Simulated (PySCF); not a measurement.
Calculation: PBE-D3(BJ)/def2-TZVP // PBE-D3(BJ)/def2-SVP in PySCF. All species are isolated molecules in the gas phase. One relaxed conformer stands for a flexible species; it need not be the lowest. Excitations are Tamm–Dancoff values on a coarser integration grid. The basis has no diffuse functions, so Rydberg states are missing or too high.

Reference species (SMILES): `O=C[C@@H]1CCCC[C@@H]1[SiH3]` (O–C–C–C torsion 145°) (neutral, multiplicity 1).

The S1 oscillator strength is 0.000 and the S1 excitation (TDA) is 4.01 eV. The T1 excitation (TDA) comes out as 3.44 eV. The S1–T1 gap (TDA) is 0.57 eV.

Changed species: `O=C[C@@H]1CCC[C@@H]([SiH3])C1` (O–C–C–C torsion 132°).

Problem. Give the shifts of the S1 oscillator strength, S1 excitation (TDA), T1 excitation (TDA) and S1–T1 gap (TDA).

Solution. the S1 oscillator strength is nearly the same; the S1 excitation (TDA) increases by 0.02 eV, to 4.03 eV; the T1 excitation (TDA) hardly moves; the S1–T1 gap (TDA) rises by 0.03 eV, to 0.60 eV.
